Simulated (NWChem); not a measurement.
Molecule: SrBrF; SMILES [F][Sr][Br]

Computed with NWChem. This build's default masses of Se (78.918 u) and Br (79.917 u) are each other's, which moves their modes by up to 0.6 %. def2 effective core potentials on Sr; no spin-orbit coupling. B3LYP is NWChem's, with the RPA form of VWN correlation. Each level has its own optimisation; frequencies are unscaled.

```tsv
level	r F–Sr (Å)	r Br–Sr (Å)	highest harmonic frequency (cm⁻¹)	lowest (cm⁻¹)	zero-point energy (kcal/mol)
PBE/def2-SVP (core potentials)	2.112	2.802	517	54	1.1
Hartree-Fock/3-21G (all-electron, non-relativistic)	2.180	3.001	464	45	1.1
B3LYP/3-21G (all-electron, non-relativistic)	2.246	3.001	388	33	0.9
PBE0/def2-SVP (core potentials)	2.107	2.803	528	50	1.1
```
